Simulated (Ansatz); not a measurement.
FHSn (SMILES [F][SnH]), charge 0, multiplicity 1, relaxed at each level with Ansatz (a program for electronic structure); harmonic frequencies from differences of analytic forces, average atomic masses, frozen cores. Elements past Kr take the def2 small-core potentials, without spin–orbit coupling.

```json
[
 {"level": "HF/def2-TZVPP", "harmonic frequencies (cm⁻¹)": "619 679 1802", "ZPE (eV)": "0.192", "cost over HF/def2-TZVPP (rough)": "×1"},
 {"level": "PBE/def2-TZVPP", "harmonic frequencies (cm⁻¹)": "551 580 1617", "ZPE (eV)": "0.170", "cost over HF/def2-TZVPP (rough)": "×1"},
 {"level": "B3LYP/def2-TZVPP", "harmonic frequencies (cm⁻¹)": "567 607 1668", "ZPE (eV)": "0.176", "cost over HF/def2-TZVPP (rough)": "×1"},
 {"level": "MP2/def2-TZVPP", "harmonic frequencies (cm⁻¹)": "595 640 1769", "ZPE (eV)": "0.186", "cost over HF/def2-TZVPP (rough)": "×2"},
 {"level": "CCSD(T)/def2-SVP", "harmonic frequencies (cm⁻¹)": "612 647 1713", "ZPE (eV)": "0.184", "cost over HF/def2-TZVPP (rough)": "×0.9"},
 {"level": "CCSD(T)/def2-TZVPP", "harmonic frequencies (cm⁻¹)": "595 628 1716", "ZPE (eV)": "0.182", "cost over HF/def2-TZVPP (rough)": "×10"}
]
```
